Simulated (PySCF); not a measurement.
## Running PySCF for LiBe

The script input.py:

```python
from pyscf import gto, dft, tdscf

mol = gto.M(
    atom='Li 0 0 0; Be 0 0 2.133',
    basis='def2-svp',
    charge=0,
    spin=1,
    verbose=4,
)
mf = dft.UKS(mol, xc='pbe0')
mf.kernel()
td = tdscf.TDDFT(mf)
td.nstates = 6
td.kernel()
td.analyze()
mf.dip_moment()
print('orbital energies (hartree):', [e[max(0, n-3):n+3].round(4) for e, n in zip(mf.mo_energy, mol.nelec)])
```

```bash
$ OMP_NUM_THREADS=1 python input.py
```

The log (some set-up lines and the per-cycle HOMO/LUMO lines with their warnings removed):

```
PySCF version 2.14.0

[INPUT] verbose = 4
[INPUT] num. atoms = 2
[INPUT] num. electrons = 7
[INPUT] charge = 0
[INPUT] spin (= nelec alpha-beta = 2S) = 1
[INPUT] symmetry False subgroup None
[INPUT] Mole.unit = angstrom
[INPUT] Symbol           X                Y                Z      unit          X                Y                Z       unit  Magmom
[INPUT]  1 Li     0.000000000000   0.000000000000   0.000000000000 AA    0.000000000000   0.000000000000   0.000000000000 Bohr   0.0
[INPUT]  2 Be     0.000000000000   0.000000000000   2.133000000000 AA    0.000000000000   0.000000000000   4.030785823697 Bohr   0.0

nuclear repulsion = 2.97708698126582
number of shells = 10
number of NR pGTOs = 35
number of NR cGTOs = 18
basis = def2-svp
ecp = {}

******** <class 'pyscf.dft.uks.UKS'> ********
method = UKS
initial guess = minao
damping factor = 0
level_shift factor = 0
DIIS = <class 'pyscf.scf.diis.CDIIS'>
diis_start_cycle = 1
diis_space = 8
diis_damp = 0
SCF conv_tol = 1e-09
SCF conv_tol_grad = None
SCF max_cycles = 50
direct_scf = True
direct_scf_tol = 1e-13
number electrons alpha = 4  beta = 3
XC library pyscf.dft.libxc version 7.0.0
    S. Lehtola, C. Steigemann, M. J.T. Oliveira, and M. A.L. Marques.,  SoftwareX 7, 1–5 (2018)
XC functionals = pbe0
    C. Adamo and V. Barone.,  J. Chem. Phys. 110, 6158 (1999)
    M. Ernzerhof and G. E. Scuseria.,  J. Chem. Phys. 110, 5029 (1999)
radial grids:
    Treutler-Ahlrichs [JCP 102, 346 (1995); DOI:10.1063/1.469408] (M4) radial grids

becke partition: Becke, JCP 88, 2547 (1988); DOI:10.1063/1.454033
pruning grids: <function nwchem_prune>
grids dens level: 3
symmetrized grids: False
atomic radii adjust function: <function treutler_atomic_radii_adjust>
small_rho_cutoff = 0
Set gradient conv threshold to 3.16228e-05
tot grids = 27448
init E= -22.1395175725023

cycle= 1 E= -22.0823844388919  delta_E= 0.0571  |g|= 0.0306  |ddm|= 0.993
cycle= 2 E= -22.0850482910764  delta_E= -0.00266  |g|= 0.00978  |ddm|= 0.277
cycle= 3 E= -22.0857015767181  delta_E= -0.000653  |g|= 0.00729  |ddm|= 0.19
cycle= 4 E= -22.0859090219555  delta_E= -0.000207  |g|= 0.00176  |ddm|= 0.043
cycle= 5 E= -22.0859397336505  delta_E= -3.07e-05  |g|= 0.000279  |ddm|= 0.0256
cycle= 6 E= -22.0859401070116  delta_E= -3.73e-07  |g|= 6.44e-05  |ddm|= 0.00414
cycle= 7 E= -22.0859401288932  delta_E= -2.19e-08  |g|= 3.27e-05  |ddm|= 0.000871
cycle= 8 E= -22.0859401329409  delta_E= -4.05e-09  |g|= 5.64e-06  |ddm|= 0.000258
cycle= 9 E= -22.0859401331993  delta_E= -2.58e-10  |g|= 1.09e-06  |ddm|= 7.57e-05
Extra cycle  E= -22.0859401332043  delta_E= -4.96e-12  |g|= 3.24e-07  |ddm|= 7.77e-06
converged SCF energy = -22.0859401332043  <S^2> = 0.76368781  2S+1 = 2.0136413

******** <class 'pyscf.tdscf.uks.TDDFT'> for <class 'pyscf.dft.uks.UKS'> ********
nstates = 6
deg_eia_thresh = 1.000e-03
wfnsym = None
conv_tol = 1e-05
eigh lindep = 1e-12
eigh level_shift = 0
eigh max_cycle = 100

Excitation energies (eV)
[0.39168828 0.39168828 1.24999892 2.15090522 2.15090522 3.27506394]

** Excitation energies and oscillator strengths **
Excited State   1:      0.39169 eV   3165.38 nm  f=0.0010
       4a ->    6a     -1.00862
Excited State   2:      0.39169 eV   3165.38 nm  f=0.0010
       4a ->    5a     -1.00862
Excited State   3:      1.25000 eV    991.87 nm  f=0.1537
       4a ->    7a     -0.99207
       3b ->    6b      0.13060
Excited State   4:      2.15091 eV    576.43 nm  f=0.0039
       3a ->    5a      0.62025
       4a ->   10a      0.27942
       3b ->    4b     -0.57469
       3b ->    5b      0.48926
Excited State   5:      2.15091 eV    576.43 nm  f=0.0039
       3a ->    6a     -0.62025
       4a ->    9a     -0.27942
       3b ->    4b      0.48926
       3b ->    5b      0.57469
Excited State   6:      3.27506 eV    378.57 nm  f=0.0588
       3a ->    6a     -0.36040
       4a ->    9a      0.90387
       4a ->   10a      0.20011

** Transition electric dipole moments (AU) **
state          X           Y           Z        Dip. S.      Osc.
  1        -0.1296     -0.3015      0.0000      0.1077      0.0010
  2        -0.3015      0.1296     -0.0000      0.1077      0.0010
  3         0.0000      0.0000      2.2400      5.0176      0.1537
  4         0.2488     -0.1073     -0.0000      0.0734      0.0039
  5        -0.1073     -0.2488     -0.0000      0.0734      0.0039
  6         0.3382      0.7865     -0.0000      0.7330      0.0588

** Transition velocity dipole moments (imaginary part, AU) **
state          X           Y           Z        Dip. S.      Osc.
  1         0.0025      0.0057      0.0000      0.0000      0.0018
  2         0.0057     -0.0025      0.0000      0.0000      0.0018
  3        -0.0000      0.0000      0.1095      0.0120      0.1739
  4         0.0153     -0.0066     -0.0000      0.0003      0.0024
  5        -0.0066     -0.0153     -0.0000      0.0003      0.0024
  6         0.0312      0.0726     -0.0000      0.0062      0.0346

** Transition magnetic dipole moments (imaginary part, AU) **
state          X           Y           Z
  1         0.7013     -0.3016      0.0000
  2        -0.3016     -0.7013      0.0000
  3        -0.0000      0.0000     -0.0000
  4        -0.0775     -0.1797     -0.0000
  5        -0.1797      0.0775      0.0000
  6         0.2857     -0.1229      0.0000
Dipole moment(X, Y, Z, Debye): -0.00000, -0.00000, -3.46791
orbital energies (hartree): [array([-2.0204, -0.2447, -0.1276, -0.0532, -0.0532, -0.049 ]), array([-4.0562, -2.0134, -0.2281, -0.0409, -0.0409, -0.0406])]
```

In short: E(SCF) = -22.085940 Eh, 9 cycles, ⟨S²⟩ = 0.764, μz(SCF) = -3.47 D, first excitations without spin–orbit coupling 0.39, 0.39, 1.25, 2.15, 2.15 eV.

Hardware: Intel Xeon 6975P-C, 1 thread, shared host. Wall time 2.4 s.

The bond length is a typed value, not an optimised one. No search for the lowest solution was made.
